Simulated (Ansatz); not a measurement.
Ideal-gas functions of CH$_{5}$BFN (`NCBF`) at 500 K and 1 bar, from an Ansatz frequency run at PBE0-D4/def2-TZVP.

Molar mass 60.87 g/mol, point group C1 (symmetry number 1), electronic degeneracy 1, moments of inertia 30.298, 93.734, 120.172 u Å². Harmonic wavenumbers (cm⁻¹, unscaled): 152, 196, 247, 542, 624, 771, 847, 970, 1098, 1107, 1172, 1244, 1333, 1403, 1464, 1664, 2611, 2900, 3027, 3549, 3632.

Use S(trans) = R[1.5 ln M + 2.5 ln T − 1.1517]; rotational temperatures θ = 24.2544 K / I; S(rot) = R[ln(√π/σ · √(T³/θAθBθC)) + 1.5]; for each mode x = 1.438777 ν̃/T, S = R[x/(eˣ − 1) − ln(1 − e⁻ˣ)] and H = RT x/(eˣ − 1); 1 cm⁻¹ = 0.0119627 kJ/mol; R = 8.31446 J/(mol·K).

Q: By hand: the entropy, in J/(mol·K).

A: Translation 170.8. Rotation: θ = 0.8005, 0.2588, 0.2018 K, giving 107.9. Vibration, mode by mode: 15.26, 13.19, 11.33, 5.41, 4.48, 3.21, 2.70, 2.04, 1.53, 1.49, 1.29, 1.09, 0.88, 0.75, 0.65, 0.40, 0.04, 0.02, 0.01, 0.00, 0.00, in all 65.8. Electronic 0.0. Sum 344.5 J/(mol·K).

Q: By hand: H − E and G − E in kJ/mol, counted from the electronic energy.

A: Zero-point energy ½ × 30553 × 0.0119627 = 182.7; thermal vibration 18.5; translation, rotation and pV give 4 RT = 16.6. H − E = 217.8 kJ/mol, and G − E = 217.8 − 500 × 344.5/1000 = 45.5 kJ/mol.

Vibration gives 19 % of the entropy. The sum counts one conformer and one mirror image; others add a mixing term.
